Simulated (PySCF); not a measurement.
Species: C₇H₆O₂.
SMILES with atom numbers: `[CH3:1][C:2]#[C:3][C:4]1=[CH:5][O:6][CH:7]=[CH:8][O:9]1`

Definitions: NICS(0) = −σiso at the ring centroid; NICS(1) = −σiso and NICS(1)zz = −σzz at ±1 Å along the ring normal z. Level: GIAO PBE0/pcSseg-1 (PySCF, non-relativistic, gas phase) on the GFN2-xTB geometry, one conformer.

Ring bond lengths (Å), with Mayer bond orders in brackets: C4–C5 1.333 (1.74), C5–O6 1.382 (0.95), O6–C7 1.387 (0.94), C7–C8 1.322 (1.85), C8–O9 1.380 (0.97), O9–C4 1.402 (0.97).

Problem. Give the NICS values of each ring in ppm.

Solution. 
| ring | type | NICS(0) | NICS(1), two faces | NICS(1)zz, two faces | rms pucker (Å) | centre to ring atoms, mean (Å) |
| --- | --- | --- | --- | --- | --- | --- |
| C4–C5–O6–C7–C8–O9 | 6-membered ring with 2 O; formal bonds 2 double, 4 single | 8.7 | 5.5 / 5.5 | 22.2 / 22.3 | 0.00 | 1.37 |

Problem. What can be read from them?

Solution. 
- C4–C5–O6–C7–C8–O9: mean NICS(1)zz 22.3 ppm, deshielded.

Problem. And the bond-length index? HOMA takes Krygowski's 1993 parameters.

Solution. 
- C4–C5–O6–C7–C8–O9: HOMA -0.91; the largest term is that of O9–C4, α(R − Ropt)² = 2.95. The geometric and the magnetic index point the same way.

Problem. At the second NICS(1) probe listed for ring C4–C5–O6–C7–C8–O9, 1 Å off the ring, how large is the induced field along the normal in 7.05 T applied along it?

Solution. NICSzz × B0 = 22.3 ppm × 7.05 T = 157 μT, along the applied field.

Problem. List the ring angles and the Hirshfeld charges of the ring atoms.

Solution. 
- C4–C5–O6–C7–C8–O9: C4 122.8° (+0.045 e), C5 124.6° (+0.009 e), O6 112.1° (-0.112 e), C7 123.8° (-0.010 e), C8 124.6° (-0.004 e), O9 112.2° (-0.113 e); sum 720.0° against 720° for a flat convex ring.

Problem. What are the shieldings of the ring atoms and their hydrogens in the same run (means over atoms taken as equivalent)?

Solution. 
| atoms | environment | σ isotropic (ppm) | principal values of the symmetric part, first atom (ppm) |
| --- | --- | --- | --- |
| C4 | vinylic carbon bearing oxygen | 57.1 | -22.6, 89.2, 104.6 |
| C5 | vinylic carbon bearing oxygen | 45.7 | -36.9, 73.2, 100.8 |
| O6 | cyclic ether oxygen | 214.4 | 131.8, 161.6, 349.8 |
| C7 | vinylic carbon bearing oxygen | 55.0 | -27.5, 85.9, 106.7 |
| C8 | vinylic carbon bearing oxygen | 51.9 | -33.9, 84.9, 104.7 |
| O9 | cyclic ether oxygen | 224.4 | 163.8, 177.2, 332.4 |
| H on C5 | vinylic hydrogen | 25.93 | 24.1, 25.4, 28.3 |
| H on C7 | vinylic hydrogen | 26.32 | 25.4, 26.4, 27.2 |
| H on C8 | vinylic hydrogen | 26.20 | 25.1, 26.0, 27.6 |
